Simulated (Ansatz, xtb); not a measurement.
**C6H5NO2: which of two isomers lies lower**

We compare a, `N#C[C@@H]1CC(O)=CC1=O`, a singlet, with b, `N#CC1=C(O)CC(O)=C1`, a singlet. Both are isolated molecules in the gas phase, relaxed with r2SCAN-D4/def2-SVP; the shapes shown needn't be the lowest conformers.

a (Å):

```xyz
14

C    -0.7555    0.4422    1.6104
C    -0.1408   -0.2439    0.4874
C     1.2720    0.2566    0.1280
C     1.1953    0.4846   -1.3509
C    -0.0419    0.2952   -1.8826
C    -0.9805   -0.0981   -0.8400
N    -1.2347    1.0131    2.5033
O     2.3242    0.8489   -1.9517
O    -2.1657   -0.3144   -0.9154
H    -0.1324   -1.3255    0.7126
H     2.0676   -0.4660    0.3724
H     1.5296    1.1991    0.6398
H     2.1639    0.9825   -2.8986
H    -0.3360    0.4235   -2.9262
```

b (Å):

```xyz
14

C    -0.8624    2.1703    0.4851
C    -0.2029    1.0755   -0.1174
C     0.6647    0.2572    0.5640
C     1.1902   -0.8002   -0.3546
C     0.5054   -0.4751   -1.6531
C    -0.2993    0.6081   -1.5169
N    -1.3777    3.0615    1.0405
O     1.0528    0.3008    1.8399
O     0.7648   -1.2560   -2.7201
H     0.6120    1.0480    2.2784
H     2.2906   -0.7565   -0.4424
H     0.9414   -1.8150    0.0041
H     0.2583   -0.9291   -3.4769
H    -0.9204    1.0773   -2.2808
```

Quicker runs give these differences E(b) − E(a): GFN2-xTB +5.1 kcal/mol; HF/STO-3G +12.3 kcal/mol (at GFN2-xTB geometries); r2SCAN-D4/def2-SVP//GFN2-xTB +11.9 kcal/mol.

Question: Estimate E(b) − E(a) at the level CCSD(T)/def2-SVP + ΔMP2/def2-TZVPP.

Answer: Calculated at CCSD(T)/def2-SVP + ΔMP2/def2-TZVPP: E(b) − E(a) = +12.8 kcal/mol, so structure a lies lower.

How the difference moves with the method:

| level | geometry | E(b) − E(a) (kcal/mol) | departure from the last row (kcal/mol) | job, with rough time for the two |
| --- | --- | --- | --- | --- |
| GFN2-xTB | GFN2-xTB | +5.1 | −7.7 | optimisation, 0.19 s |
| HF/STO-3G | GFN2-xTB | +12.3 | −0.5 | single point, 0.68 s |
| r2SCAN-D4/def2-SVP//GFN2-xTB | GFN2-xTB | +11.9 | −0.9 | single point, 8.1 s |
| r2SCAN-D4/def2-SVP | r2SCAN-D4/def2-SVP | +12.3 | −0.5 | optimisation, 96 s |
| HF/def2-SVP | r2SCAN-D4/def2-SVP | +16.9 | +4.1 | part of the CCSD(T) run |
| MP2/def2-SVP | r2SCAN-D4/def2-SVP | +13.4 | +0.7 | part of the CCSD(T) run |
| CCSD(T)/def2-SVP | r2SCAN-D4/def2-SVP | +14.1 | +1.3 | single point |
| CCSD(T)/def2-SVP + ΔMP2/def2-TZVPP | r2SCAN-D4/def2-SVP | +12.8 |  | single point, 4.3 min |

As drawn, b has 1 C=C, 1 C–O, 1 O–H in place of 1 C–C, 1 C=O, 1 C–H.

None of the levels shown reverses the order. The largest departure from CCSD(T)/def2-SVP + ΔMP2/def2-TZVPP is that of GFN2-xTB, 7.7 kcal/mol. The last row adds to CCSD(T) the change of the MP2 difference between the two basis sets, here −1.3 kcal/mol.

With thermal terms from frequencies at re-optimised GFN2-xTB minima (ideal gas, soft modes damped towards free rotors, one conformer each, 298.15 K, 1 atm): the zero-point term adds −0.6 kcal/mol; ΔH is +12.4 and ΔG +12.3 kcal/mol.

The correlated steps freeze 9 core orbitals. Mirror images aren't counted in ΔG. Programs: Ansatz 0.2.0, xtb 6.7.1; the last row on 2 threads of Arm Neoverse V2 on a shared host.
